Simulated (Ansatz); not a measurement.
`C#[C][GeH2][C]#C` → `C#CC#C` + `[GeH2]` at 400 K and 1 bar (germylene formation by 1,1-elimination).

Program: Ansatz. Geometries: PBE0-D4/def2-TZVP. ΔE: electronic, gas phase. CCSD(T)/CBS adds triple-zeta CCSD(T) − MP2 to the extrapolated MP2 energy (def2 sets, frozen cores). This one scheme is used for every species. For Ge outer-core shells are correlated without core-valence functions, which leaves a few kJ/mol of doubt a bond. Scalar relativity is left out up to krypton.

```tsv
species	CCSD(T)/CBS energy (Eh)	H − E (kJ/mol)	S (J/(mol·K))
`C#[C][GeH2][C]#C`	-2230.59633	173.4	370.3
`C#CC#C`	-153.27209	120.7	269.0
`[GeH2]`	-2077.24753	42.4	231.0
```

H − E and S are ideal-gas, rigid-rotor, harmonic terms from PBE0-D4/def2-TZVP. 1 Eh = 2625.50 kJ/mol, R = 8.31446 J/(mol·K).

Q: By hand: ΔE, ΔH, ΔS and ΔG.

A: ΔE = (-153.27209) + (-2077.24753) − (-2230.59633) = 0.07671 Eh = 201.4 kJ/mol. Δ(H − E) = 120.7 + 42.4 − 173.4 = -10.3, so ΔH = 191.1 kJ/mol. ΔS = 269.0 + 231.0 − 370.3 = 129.7 J/(mol·K). ΔG = 191.1 − 400 × (129.7)/1000 = 139.2 kJ/mol.

Q: By hand: the equilibrium constant, and the temperature at which ΔG would vanish if ΔH and ΔS stayed fixed.

A: log₁₀ K = −ΔG/(RT ln 10) = -18.2. ΔG = 0 at ΔH/ΔS = 1473 K.

The number of gas molecules changes by +1, which sets the sign of ΔS. A doubt of 5 kJ/mol in ΔE shifts log₁₀ K by 0.7 here. These are equilibria of isolated gas molecules and say nothing of rates. Largest T1 diagnostic: 0.014 (customary marks: 0.02 for closed shells, 0.045 for open ones).
